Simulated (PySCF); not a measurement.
FNa. Atoms are numbered in the order given.

```xyz
2

Na     0.0000     0.0000    -0.8710
F      0.0000     0.0000     1.0646
```
Charge 0, spin multiplicity 1.

The structure is a stationary point at B3LYP-D3(BJ)/def2-TZVPD.

These are B3LYP/def2-TZVPD run with PySCF values and carry that method's errors.

Gas-phase values at a fixed geometry.

```
Item                                                                                                           Result
---------------------------------------------------------------------------------------------  ----------------------
total energy                                                                                       -262.23889 hartree
point group                                                                                                       C∞v
highest occupied level                                                                                       -6.60 eV
lowest empty level                                                                                           -1.78 eV
orbital gap                                                                                                   4.82 eV
dipole moment                                                                                                  8.02 D
quadrupole, principal values (traceless, Buckingham form, about the centre of nuclear charge)   -0.13, 0.07, 0.07 D·Å
mean static polarisability                                                                       14.1 bohr³ (2.09 Å³)
polarisability, principal values                                                               12.8, 12.8, 16.6 bohr³
```
